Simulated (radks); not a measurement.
Q: Spherical quantum dot in the effective-mass picture: electrons in a hard-walled sphere of unknown radius, all in effective atomic units (hartree* = m*/eps^2 hartree, bohr* = eps/m* bohr), one dielectric constant everywhere. Method: non-relativistic Kohn-Sham, LDA (Slater exchange, Perdew-Wang correlation), spin-polarised, spherical densities; computed with a radial shooting solver with Libxc functionals. Levels are named by radial order and angular momentum (1s, 1p, 1d, 2s, ...), and open shells are averaged over m. Each electron was tried in the lowest free levels, single moves between levels near the top were tried too, and the lowest total energy was kept; such a search can miss a lower state. The values of mu = E(N) - E(N-1) (hartree*) for N = 2 to 12 are 0.86424, 1.5920, 1.9483, 2.3126, 2.7728, 3.1220, 3.4774, 4.2658, 4.6111, 4.9579, 5.3055. Estimate radius.

A: radius = 3.5 (effective atomic units). The first electron has mu near pi^2/(2 R^2) without a central charge, and the charging energy goes as 1/R.
